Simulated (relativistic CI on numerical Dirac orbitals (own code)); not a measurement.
Electric-dipole lines of In IV

Computed by Dirac-Coulomb-Breit CI, orbitals from a KLI potential per configuration, QED by a radiative potential, valence Slater integrals scaled by 0.85, P86 correlation energy added to each configuration (own radial code, finite nucleus).

CI space (outside the closed core [Kr]): 4d¹⁰, 4d⁹5s, 4d⁹4f, 4d⁹5p, 4d⁹5d, 4d⁹6s, 4d⁹6p, 4d⁹6d, 4d⁹7s, 4d⁹7p, 4d⁹5f, 4d⁹5g, 4d⁹7d, 4d⁹6f. Double excitations out of closed p, d and f shells are left out; levels of such configurations are missing from the list, as are those of other unlisted configurations, and high levels can miss mixing partners.

```tsv
λ vac (Å)	Lower	Upper	A (s⁻¹)	log gf	S velocity/length
233.83	4d¹⁰ ¹S0 [1]	4d⁹6f ¹P°1 [183]	2.22e+11	0.74	0.75
248.71	4d¹⁰ ¹S0 [1]	4d⁹6f ³D°1 [174]	5.08e+09	-0.85	0.74
257.79	4d¹⁰ ¹S0 [1]	4d⁹5f ¹P°1 [151]	1.90e+10	-0.25	0.76
264.17	4d¹⁰ ¹S0 [1]	4d⁹5f ³D°1 [117]	4.13e+09	-0.89	0.73
288.97	4d¹⁰ ¹S0 [1]	4d⁹4f ¹P°1 [71]	2.33e+10	-0.06	0.79
296.49	4d¹⁰ ¹S0 [1]	4d⁹4f ³D°1 [63]	4.71e+09	-0.73	0.77
305.07	4d¹⁰ ¹S0 [1]	4d⁹6p ¹P°1 [48]	1.15e+09	-1.32	0.54
466.21	4d¹⁰ ¹S0 [1]	4d⁹5p ³D°1 [16]	1.20e+09	-0.93	0.76
471.70	4d¹⁰ ¹S0 [1]	4d⁹5p ¹P°1 [14]	8.73e+09	-0.06	0.73
619.41	4d⁹5p ³P°2 [6]	4d⁹7s ³D3 [81]	3.68e+08	-0.83	0.76
628.01	4d⁹5p ³P°2 [6]	4d⁹6d ³D3 [77]	2.63e+08	-0.96	0.78
629.97	4d⁹5p ³P°2 [6]	4d⁹6d ³P2 [75]	5.73e+08	-0.77	0.83
635.19	4d⁹5p ³P°2 [6]	4d⁹6d ³S1 [72]	6.30e+08	-0.94	0.77
1250.8	4d⁹5s ³D2 [3]	4d⁹5p ³D°2 [17]	1.13e+08	-0.88	0.89
1270.2	4d⁹5s ³D2 [3]	4d⁹5p ³D°1 [16]	1.76e+08	-0.89	0.86
1311.8	4d⁹5s ³D2 [3]	4d⁹5p ¹P°1 [14]	1.01e+08	-1.11	0.81
1324.9	4d⁹5s ³D3 [2]	4d⁹5p ³D°3 [13]	9.86e+08	0.26	0.93
1328.0	4d⁹5s ³D1 [4]	4d⁹5p ³D°2 [17]	4.12e+08	-0.26	0.96
1349.8	4d⁹5s ³D1 [4]	4d⁹5p ³D°1 [16]	1.20e+09	-0.01	0.94
1365.7	4d⁹5s ³D2 [3]	4d⁹5p ³D°3 [13]	2.60e+08	-0.29	0.97
1370.0	4d⁹5s ³D2 [3]	4d⁹5p ¹D°2 [12]	6.67e+08	-0.03	0.96
1386.2	4d⁹5s ¹D2 [5]	4d⁹5p ³D°2 [17]	8.39e+08	0.08	0.96
1396.9	4d⁹5s ³D1 [4]	4d⁹5p ¹P°1 [14]	1.12e+08	-1.01	0.90
1420.7	4d⁹5s ³D3 [2]	4d⁹5p ³F°4 [9]	1.26e+09	0.54	0.97
1440.0	4d⁹5s ³D2 [3]	4d⁹5p ³F°2 [10]	5.29e+08	-0.08	0.95
1461.4	4d⁹5s ¹D2 [5]	4d⁹5p ¹P°1 [14]	1.01e+09	-0.01	0.85
1463.1	4d⁹5s ³D1 [4]	4d⁹5p ¹D°2 [12]	2.55e+08	-0.39	0.94
1477.2	4d⁹5s ³D2 [3]	4d⁹5p ³P°1 [8]	9.57e+08	-0.03	0.97
1489.1	4d⁹5s ³D1 [4]	4d⁹5p ³P°0 [11]	1.13e+09	-0.43	0.99
1500.1	4d⁹5s ³D3 [2]	4d⁹5p ³F°3 [7]	2.85e+08	-0.17	0.92
1528.7	4d⁹5s ¹D2 [5]	4d⁹5p ³D°3 [13]	1.53e+08	-0.42	1.03
1534.0	4d⁹5s ¹D2 [5]	4d⁹5p ¹D°2 [12]	2.90e+08	-0.29	0.97
1543.2	4d⁹5s ³D1 [4]	4d⁹5p ³F°2 [10]	4.93e+08	-0.06	0.96
1552.6	4d⁹5s ³D2 [3]	4d⁹5p ³F°3 [7]	6.78e+08	0.23	0.97
1568.7	4d⁹5s ³D3 [2]	4d⁹5p ³P°2 [6]	9.32e+08	0.24	0.97
1586.1	4d⁹5s ³D1 [4]	4d⁹5p ³P°1 [8]	6.32e+07	-1.15	1.06
1622.3	4d⁹5s ¹D2 [5]	4d⁹5p ³F°2 [10]	4.84e+07	-1.02	0.91
1669.8	4d⁹5s ¹D2 [5]	4d⁹5p ³P°1 [8]	7.94e+07	-1.00	1.03
3007.0	4d⁹5d ³G5 [20]	4d⁹6p ³F°4 [42]	2.37e+08	0.46	1.07
3086.2	4d⁹5d ³F4 [26]	4d⁹6p ³D°3 [45]	1.65e+08	0.22	1.08
3140.4	4d⁹5d ³G3 [29]	4d⁹6p ³F°2 [46]	2.28e+08	0.23	1.01
3805.9	4d⁹6s ³D3 [33]	4d⁹6p ³D°3 [45]	1.69e+08	0.41	0.97
4079.9	4d⁹6s ³D3 [33]	4d⁹6p ³F°4 [42]	2.04e+08	0.66	1.00
4355.1	4d⁹6s ³D1 [37]	4d⁹6p ³F°2 [46]	1.18e+08	0.23	0.97
4477.3	4d⁹6s ³D3 [33]	4d⁹6p ³P°2 [40]	1.57e+08	0.37	0.99
```

Terms are leading LS components. Brackets give the number of a level in order of energy, since labels repeat. The list gives strong lines, with weight on those to low levels, and without lines across small gaps between configurations, and without 233 lines that miss the measured interval by over 3.5 %, start from a term whose rates miss tabulated ones by over 60 %, have gauges far apart or, lacking measured levels, span too small a gap for the errors found; lines with a level outside our table were not tested and can miss by more. Levels whose partners in the same complex of configurations lie outside the list can be far off, and so can their lines. Rates are taken at the computed energies, electric ones in the length gauge. A velocity-to-length ratio far from 1 marks an uncertain rate.

Correlation outside the listed configurations is missing or only estimated: errors of thousands of cm⁻¹ between configurations and terms are usual at this charge. Rates and lifetimes follow the computed energies and can be off by large factors. The fine structure of a lone outer electron comes out too small, for d and f at times inverted, and misplaced configurations move strength between like terms. 42 of the 69 excited levels that our extract of the measured tables holds in this range could be paired (the sources list more); they are missed by 2449 cm⁻¹ on average and 4911 at most, and levels without a partner can miss by more.

(1) From the table, what is the radiative lifetime of 4d⁹5p ¹P°1?

Results:

(1) The listed rates from this level add up to about 9.95e+09 s⁻¹, 100 % of its decay; with all channels τ = 1.00e-10 s.

LS names give the leading component of a level, which can be under half, so a name can repeat, a term be missing and a line seem to break the LS rules.
